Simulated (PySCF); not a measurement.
# Hartree-Fock beside MP2: AlGeH3N cation

Calculated results; nothing here was measured. They come from PySCF 2.14.0, an open-source quantum chemistry program, on an isolated molecule that a program drew, which may never have been made. The molecule is AlGeH3N cation (charge +1, singlet), drawn as the SMILES string `[NH]=[GeH][AlH+]`.

The geometry was optimised and harmonic frequencies were computed with HF and MP2, all in the cc-pV(D+d)Z basis, for the commonest isotopes, with a restricted reference for singlets and an unrestricted one otherwise, and a frozen core in MP2. Germanium has the cc-pVDZ-PP basis, with a core potential (ECP10MDF) in place of its 10 inner electrons, and its 3s, 3p and 3d shells are frozen in MP2. Each result is a local minimum of its method.

Geometry at the HF minimum:
```xyz
6
AlGeH3N cation, angstrom
N     0.4847    1.6638   -1.4692
Ge   -0.4668    1.8224   -0.1088
Al   -1.6314   -0.2353    0.8414
H     0.5865    0.7561   -1.8978
H    -0.7257    3.0965    0.6527
H    -2.2890   -1.5574    1.3276
```

Lengths of the bonds as drawn, in Å (atoms numbered as above):
| bond | HF | MP2 |
|---|---|---|
| N1-Ge2 | 1.668 | 1.745 |
| Ge2-Al3 | 2.548 | 2.529 |
| N1-H4 | 1.009 | 1.039 |
| Ge2-H5 | 1.507 | 1.520 |
| Al3-H6 | 1.555 | 1.562 |

Rotational constants, in GHz:
```
constant,HF,MP2
A,18.05,18.57
B,2.874,2.8
C,2.479,2.433
```

Harmonic frequencies in cm^-1, each column in rising order, so a row needn't be the same motion in every method:
```
rank    HF   MP2
   1   137   114
   2   283   276
   3   287   289
   4   388   346
   5   389   363
   6   705   663
   7   798   734
   8   862   750
   9  1015     ?
  10  2111  2046
  11  2336  2259
  12  3776  3429
```

**Estimate the missing MP2 frequency from the HF column.**

A single factor s that minimises the squared misfit of MP2 against s times HF over the other rows is sum(HF x MP2) / sum(HF^2) = 0.9308, with an rms misfit of 48 cm^-1. For rank 9 it gives 0.9308 x 1015 = 945 cm^-1. The calculation gives 907 cm^-1, 38 cm^-1 below the estimate. The drawn bonds are on average 1.6 % longer in MP2 than in HF.
